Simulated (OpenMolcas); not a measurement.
## Mn3+ in a ligand field

Mn3+ with 6 ligands (fluoride) in octahedral coordination (Oh) at 1.96 Å. A charge of +0.5 e stands 3.2 Å behind each ligand. Ligand basis ANO-RCC-VDZP.
```
Mn    0.0000    0.0000    0.0000
F     1.9600    0.0000    0.0000
F     0.0000    1.9600    0.0000
F    -1.9600    0.0000    0.0000
F     0.0000   -1.9600    0.0000
F     0.0000    0.0000    1.9600
F     0.0000    0.0000   -1.9600
```

```json
{"Program": "OpenMolcas 26.06", "Method": "SS-CASPT2, IPEA 0.25 Eh, imaginary shift 0.1 Eh (closed shells correlated: 3s 3p and the ligand valence shells)", "Basis": "ANO-RCC-VDZP [5s4p2d1f]", "Scalar Hamiltonian": "DKH2, point nucleus", "Active space": "4 electrons in 5 orbitals (3d)", "State averaging": "2S+1 = 5 even, 5 roots; 2S+1 = 3 even, 45 roots; 2S+1 = 1 even, 50 roots", "Spin-orbit coupling": "RASSI with atomic mean-field integrals over the reference wave functions"}
```

The lowest spin-free states (labels of O, the rotations of Oh), above the lowest:

```json
{"State": "5E", "Degeneracy": "2", "E (cm-1)": "0", "Free-ion L (%)": "D (100)"}
{"State": "3T1", "Degeneracy": "3", "E (cm-1)": "9790", "Free-ion L (%)": "H (47)"}
{"State": "5T2", "Degeneracy": "3", "E (cm-1)": "13500", "Free-ion L (%)": "D (100)"}
{"State": "1T2", "Degeneracy": "3", "E (cm-1)": "18490", "Free-ion L (%)": "G (52)"}
{"State": "3E", "Degeneracy": "2", "E (cm-1)": "19000", "Free-ion L (%)": "H (83)"}
{"State": "3T1", "Degeneracy": "3", "E (cm-1)": "19260", "Free-ion L (%)": "H (46)"}
{"State": "3T2", "Degeneracy": "3", "E (cm-1)": "20190", "Free-ion L (%)": "F (52)"}
{"State": "1E", "Degeneracy": "2", "E (cm-1)": "20210", "Free-ion L (%)": "I (76)"}
{"State": "3A2", "Degeneracy": "1", "E (cm-1)": "21680", "Free-ion L (%)": "F (100)"}
{"State": "3A1", "Degeneracy": "1", "E (cm-1)": "22120", "Free-ion L (%)": "G (100)"}
{"State": "1A1", "Degeneracy": "1", "E (cm-1)": "23190", "Free-ion L (%)": "G (39)"}
{"State": "3E", "Degeneracy": "2", "E (cm-1)": "25480", "Free-ion L (%)": "G (60)"}
{"State": "1T2", "Degeneracy": "3", "E (cm-1)": "27910", "Free-ion L (%)": "I (61)"}
{"State": "1A2", "Degeneracy": "1", "E (cm-1)": "28400", "Free-ion L (%)": "I (96)"}
{"State": "1T1", "Degeneracy": "3", "E (cm-1)": "29330", "Free-ion L (%)": "I (50)"}
{"State": "3T1", "Degeneracy": "3", "E (cm-1)": "31390", "Free-ion L (%)": "H (75)"}
{"State": "1E", "Degeneracy": "2", "E (cm-1)": "32170", "Free-ion L (%)": "D (59)"}
{"State": "3T2", "Degeneracy": "3", "E (cm-1)": "32590", "Free-ion L (%)": "H (47)"}
{"State": "3T1", "Degeneracy": "3", "E (cm-1)": "33120", "Free-ion L (%)": "G (49)"}
{"State": "3T2", "Degeneracy": "3", "E (cm-1)": "35830", "Free-ion L (%)": "D (81)"}
```

The lowest levels with spin-orbit coupling:

```
E (cm-1)  Degeneracy  Label      2S+1
       0           1     A1         5
      12           3     T1         5
      23           2      E         5
      33           3     T2         5
      43           1     A2         5
    9560           1     A1         3
    9720           3     T1         3
    9940           3     T2         3
    9950           2      E         3
   13340           1     A1         5
   13340           3     T1         5
   13350           3     T2         5
   13610           2      E         5
   13620           3     T1         5
   13780           3     T2         5
   18310           3     T2  1 (82 %)
   18890           1     A1         3
   19030           3     T1         3
   19110           3     T2         3
   19110           3     T1         3
```

Powder χT (cm3 K/mol): 0.679 at 2 K, 2.31 at 10 K, 2.89 at 50 K, 2.92 at 100 K, 2.94 at 200 K, 2.95 at 300 K. The effective moment at 300 K is 2.828 √(χT) = 4.86 μB.

The lowest level has 2S+1 = 5, for which the spin-only value is χT = S(S+1) / 2 = 3.000 cm3 K/mol (g = 2). The computed 2.947 at 300 K differs by -0.053, through orbital momentum, spin-orbit coupling and any other state in reach.

Roots that are degenerate in the reference are averaged as groups; the widest CASPT2 spread within a group is 380 cm-1 (the 3-fold group of multiplicity 1 near 50300 cm-1 above the lowest state of its run). Shifts and gaps below about the spread of the groups concerned are not significant. Over all roots computed the reference weight is 0.70 to 0.72; a low but even weight reflects the number of correlated electrons. An orbital doublet at a regular site is open to a Jahn-Teller distortion, which this geometry leaves out. This shell can be high or low spin here, a state of another spin lies low, and with metal d orbitals alone active their balance is uncertain, so the ground spin may be wrong. Ligand-to-metal charge-transfer states are missing. These CASPT2 states fit no ligand-field parameters well, so their order and spin gaps are uncertain. With no ligand orbital active B as a rule stays too high, so bands that hang on it stand too high and its fall with covalency is understated. With one d shell and no ligand orbital active, 10Dq can be off by a tenth or more. Free-ion shares, where given, are those of the reference states; single-state CASPT2 does not remix them. No measured value stands beside these numbers; the geometry was imposed, not optimised, and the real ion may take another.

The CASPT2 steps took 2.6 min on 1 thread of Arm Neoverse V2, on a shared host; the integral step is not counted.
